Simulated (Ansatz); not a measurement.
One geometry of the cluster Te5Pb4, several levels of theory.

```yaml
crystal:
  periodic: [false, false, false]
  atoms:
    - {symbol: Pb, position_ang: [1.406541, -2.074128, 1.110362]}
    - {symbol: Pb, position_ang: [-1.948598, 0.081318, 1.833115]}
    - {symbol: Pb, position_ang: [-0.943677, -1.354509, -2.107403]}
    - {symbol: Pb, position_ang: [2.281805, 1.771850, -0.061289]}
    - {symbol: Te, position_ang: [-0.078543, 3.159218, -1.166945]}
    - {symbol: Te, position_ang: [-1.548608, -2.694582, 0.586618]}
    - {symbol: Te, position_ang: [1.964468, -0.813596, -1.624972]}
    - {symbol: Te, position_ang: [0.934434, 0.653202, 2.421299]}
    - {symbol: Te, position_ang: [-2.067822, 1.271216, -0.990795]}
basis:
  gaussian: {orbitals: def2-SVP, initial_orbitals: start.molden}
hamiltonian: {xc: lda}
scf: {omitted_lower_state_checks: [starts]}
output: {orbitals: {seedname: orbitals}}
```

The file start.molden holds the orbitals of an earlier run on this structure, at another level or in another basis.

```sh
$ ansatz run in.yaml --threads 4 --pin off --events-out ev --progress --plain --max-ram 6963MiB
```

It prints (some lines left out):

```
Functional definition: SPW92
2784 factors; their error is unknown
mean field evaluation 1: about -57392.1665 eV, gradient 1.6e1 eV
mean field evaluation 2: about -57392.8052 eV, gradient 5.5e-1 eV
mean field evaluation 4: about -57392.7963 eV, gradient 9.6e-2 eV
mean field -57392.79629943 eV, -2109.1463617696 hartree, gradient 5.6e-5 eV, S^2 0.000000; 0 other end points of the search recorded, 0 dependent functions left out
reference -57392.79634108 eV, -2109.1463633002 hartree; 104, 104 occupied and 130, 130 virtual orbitals, 2784 factors
Total energy: -57392.79634108 eV, -2109.1463633002 hartree
Checks for a lower state left out: starts
```

Hardware: 4 threads of Intel Xeon on a shared host. Wall time 4.5 s, peak host memory 0.57 GiB.

The first input with `hamiltonian: {xc: {name: B97M-V}}` (abridged; 32 s):

```
Functional definition: B97M-V
mean field -57469.93209466 eV, -2111.9810499598 hartree, gradient 1.9e-5 eV, S^2 0.000000
Total energy: -57469.93215841 eV, -2111.9810523024 hartree
Checks for a lower state left out: starts
```

First input, but with `hamiltonian: {xc: pbe0, dispersion: d4}` (abridged; 23 s):

```
Functional definition: PBE0
mean field -57473.57955697 eV, -2112.1150917273 hartree, gradient 4.9e-5 eV, S^2 0.000000
Total energy: -57474.76537123 eV, -2112.1586695975 hartree
Checks for a lower state left out: starts
```

As the first input, with `correlation: {method: mp2}` and without the key `hamiltonian` (abridged; 27 s):

```
Functional definition: HF
mean field -57218.11163511 eV, -2102.7268187611 hartree, gradient 9.8e-6 eV, S^2 0.000000
36 core orbitals not correlated: weight in the atoms' cores, before any rotation towards them, 1.000 or more for the frozen orbitals, at most 0.000 for the correlated occupied ones
second order -26.85977261 eV of doubles, -0.00000000 eV of singles
Total energy: -57244.97140772 eV, -2103.7138971984 hartree
Checks for a lower state left out: starts
```

The first input with `hamiltonian: {xc: pbe, dispersion: d4}` (abridged; 8 s):

```
Functional definition: PBE
mean field -57474.77817863 eV, -2112.1591402606 hartree, gradient 2.4e-5 eV, S^2 0.000000
Total energy: -57476.09095518 eV, -2112.2073839092 hartree
Checks for a lower state left out: starts
```

The first input with `hamiltonian: {xc: pbe}`, `correlation: {method: rpa}` and without the key `output` (abridged; 40 s):

```
Functional definition: PBE
mean field -57474.77815626 eV, -2112.1591394387 hartree, gradient 2.6e-6 eV, S^2 0.000000
36 core orbitals not correlated: weight in the atoms' cores, before any rotation towards them, 1.000 or more for the frozen orbitals, at most 0.000 for the correlated occupied ones
Total energy: -57256.02973543 eV, -2104.1202832463 hartree
Checks for a lower state left out: starts
```

First input, but with `hamiltonian: {xc: r2scan, dispersion: d4}`, `output: {forces: true, orbitals: {seedname: orbitals}}` (abridged; 17 s):

```
Functional definition: r2SCAN
mean field -57496.34943371 eV, -2112.9518692635 hartree, gradient 2.3e-5 eV, S^2 0.000000
Total energy: -57496.61662495 eV, -2112.9616883603 hartree
Atom 0 force    -0.048895     0.058710    -0.032645 eV/Å
Atom 1 force     0.064095    -0.038116    -0.038284 eV/Å
Atom 2 force     0.034377     0.005831     0.074946 eV/Å
Atom 3 force    -0.101638    -0.027040    -0.016834 eV/Å
Atom 4 force    -0.040966    -0.085007     0.020118 eV/Å
Atom 5 force     0.083028     0.136454    -0.029566 eV/Å
Atom 6 force    -0.072490    -0.012336     0.097910 eV/Å
Atom 7 force    -0.025537    -0.077918    -0.089961 eV/Å
Atom 8 force     0.108025     0.039423     0.014317 eV/Å
Dipole moment:     0.083747    -0.322198     0.138229 e Å
Checks for a lower state left out: starts
```

Geometry: PBE-D4/def2-SVP.

In the def2 sets Pb, Te take a core potential; there is no spin–orbit coupling. Correlated methods freeze 36 core orbitals; core or outer-core shells of Pb, Te are correlated, in sets that lack core-valence functions. The structure comes from a short search, and lower isomers may exist.
